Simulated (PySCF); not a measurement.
Lowest empty level (eV) of eight silicon and germanium compounds: PBE beside M06-2X, computed with PySCF for isolated molecules in the bases named; differences from unrounded values. The eight are the first of their class met in an unordered collection, after screening for sound electronic states; none was chosen by its value. Each molecule has one DFT geometry for both levels.

```
molecule                                               basis  M06-2X    PBE  difference
------------------------------------------------  ----------  ------  -----  ----------
CH7NOSi2, SMILES C1N[SiH2]O[SiH2]1                 def2-TZVP    0.96  -0.72       -1.68
Si(All)(F)2(H) (C3H6F2Si), SMILES C=CC[SiH](F)F    def2-TZVP    0.56  -1.29       -1.85
B(Me)(OMe)(SiH3) (C₂H₉BOSi), SMILES COB(C)[SiH3]   def2-TZVP    0.25  -1.59       -1.84
C₂H₄F₂OSi, SMILES [SiH2]1C(OC1)(F)F                def2-TZVP    0.00  -1.53       -1.53
C₂H₁₃NSi₃, SMILES C[Si@H](C[SiH3])[SiH2]N          def2-TZVP    0.53  -0.99       -1.52
C3H5NOSi, SMILES C1[Si@H](N=CC=1)O                 def2-TZVP   -1.24  -3.09       -1.85
C2H8O2Si, SMILES C[C@H](O)[SiH2]O                  def2-TZVP    1.07  -0.52       -1.59
GeH2Br2, SMILES [Br][GeH2][Br]                    def2-TZVPD   -0.62  -2.45       -1.83
```

PBE lies below M06-2X in 8 and above it in 0 of the eight; the mean signed difference is -1.71 and the largest -1.85 eV.
